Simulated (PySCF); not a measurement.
TiF2I2, SMILES [F][Ti]([F])([I])[I], multiplicity 1.

Geometry optimised at B3LYP-D3(BJ)/def2-SVP. The spin state was assumed, not searched. The structure was generated by enumeration; whether it is a known compound was not checked. The def2 effective core potentials stand for the cores of I; spin–orbit coupling is left out.

Two levels are set side by side: PBE/def2-TZVP (PySCF) and PBE0/def2-TZVP (PySCF). Same geometry, gas phase. Differences are taken from unrounded values.

| quantity | PBE0 |
|---|---|
| orbital gap (eV) | 4.33 |
| highest occupied level (eV) | -8.07 |
| lowest empty level (eV) | -3.74 |
| dipole moment (D) | 0.75 |
| mean polarisability (bohr³) | 101.9 |

Question: What does PBE give, and how far is it from PBE0? (Estimate from the structure and the level; the computed values follow.)

Answer: 
| quantity | PBE | PBE minus PBE0 |
|---|---|---|
| orbital gap (eV) | 2.56 | -1.78 |
| highest occupied level (eV) | -6.98 | 1.10 |
| lowest empty level (eV) | -4.42 | -0.68 |
| dipole moment (D) | 0.69 | -0.06 |
| mean polarisability (bohr³) | 106.1 | 4.2 |

Without exact exchange PBE keeps part of each electron's self-repulsion, which lifts occupied levels and narrows the gap. PBE's more diffuse valence density responds more strongly to a field. Differences between two approximate levels are no errors against the true value.

Rough cost on one machine, each run with all the roots and properties that it gave: PBE0 against PBE within a factor of 2.
